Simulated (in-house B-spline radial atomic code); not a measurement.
## BP86 excitations of neutral palladium

Method: BP86. Computed with an all-electron radial atomic-structure program (B-spline basis): linear response of the closed shell [Kr] 4d10 with the functional's adiabatic kernel; scalar-relativistic (spin-free one-electron X2C), finite nucleus, no spin-orbit coupling, no double excitations, S, P, D and F terms only; shells from n = 2 respond. Only terms of natural parity with L up to 3 were computed.

The program warns: unstable towards triplet excitations of multipole 2.

Command:
```bash
python run_td.py task.json out
```
Settings (radii: box in bohr, nucleus in fm):
```
Z                        46
electrons                46
configuration            [Kr] 4d10
hamiltonian              x2c
method                   b88,p86
box_radius               75
rms_radius               4.5318
intervals                77
```

Time taken, with all properties: 1.9 s on 1 thread of Intel(R) Xeon(R) 6975P-C (Granite Rapids) (shared host).

The lowest states, in the order of their Tamm-Dancoff energies; the method's threshold (minus the highest occupied level) is 4.186 eV. Labels give the largest channel, * marks a mixed state, and oscillator strengths are full-response dipole values. Semilocal kernels can invert the small singlet-triplet splittings of Rydberg terms. Energies in eV:

```
     state  full response  Tamm-Dancoff  oscillator strength
4d → 5s 3D              ?             ?                    -
4d → 5s 1D              ?             ?                    -
4d → 5p 3P          3.611         3.642                    -
4d → 5p 3F          3.641         3.665                    -
4d → 5p 1F          3.734         3.743                    -
4d → 5p 1P          4.015         4.048                0.216
```

Problem. Where does 4d → 5s 1D lie?

Solution. At 0.905 eV in full response, 0.947 eV in Tamm-Dancoff.

Problem. Where does 4d → 5s 3D lie?

Solution. Its full-response frequency is imaginary, a sign that the ground state is unstable towards it, 0.384 eV in Tamm-Dancoff.

Problem. How large is the singlet-triplet splitting of 4d → 5s (D terms) in Tamm-Dancoff?

Solution. 0.563 eV, from the unrounded values.
